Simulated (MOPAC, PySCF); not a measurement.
C8H8B2S, SMILES `Bc1sc2c(c1)c(B)ccc2`, neutral singlet in the gas phase. 

Z-matrix (Å, degrees):
```
C
C 1 1.4205
C 2 1.4018 1 121.24
C 3 1.3855 2 118.71 1 0.00
H 4 1.0924 3 119.58 2 179.99
H 3 1.0925 4 120.77 5 -0.01
C 4 1.4050 5 119.84 3 179.99
H 7 1.0929 4 119.01 5 0.00
C 7 1.3985 8 118.53 4 179.99
C 1 1.4232 2 110.83 3 180.00
C 10 1.3814 1 114.27 2 0.00
H 10 1.0903 11 121.98 1 180.00
B 11 1.5272 10 127.34 12 -0.01
H 13 1.2080 11 121.11 10 -179.98
H 13 1.2083 14 120.20 11 180.00
B 9 1.5395 7 119.46 8 -0.01
H 16 1.2083 9 122.02 7 -179.94
H 16 1.2093 17 118.91 12 179.94
S 2 1.7251 3 126.81 6 0.00
```
Charge 0, multiplicity 1.

All levels are single points at this geometry (PBE0-D4/def2-SVP); Pople sets use spherical d functions. Orbital energies aren't observables, and empty levels follow the basis.

B3LYP/3-21G in PySCF gives dipole (D) = 2.42.

Q: Estimate the dipole (D) from each of these levels: PBE-D3(BJ)/def2-TZVP in PySCF; PBE0-D4/def2-TZVP in PySCF; B3LYP/6-311+G** in PySCF; B3LYP/6-31G* in PySCF; B3LYP/LANL2DZ in PySCF; BP86/6-31G* in PySCF; PBE/6-31G* in PySCF; SVWN5/6-31G* in PySCF; HF/6-31G* in PySCF; AM1 in MOPAC; PM6 in MOPAC; PM7 in MOPAC.

A: 
```tsv
level	dipole (D)
PBE-D3(BJ)/def2-TZVP in PySCF	2.47
PBE0-D4/def2-TZVP in PySCF	2.22
B3LYP/6-311+G** in PySCF	2.20
B3LYP/6-31G* in PySCF	2.32
B3LYP/LANL2DZ in PySCF	2.41
BP86/6-31G* in PySCF	2.53
PBE/6-31G* in PySCF	2.53
SVWN5/6-31G* in PySCF	2.60
HF/6-31G* in PySCF	1.88
AM1 in MOPAC	1.05
PM6 in MOPAC	1.06
PM7 in MOPAC	1.06
```
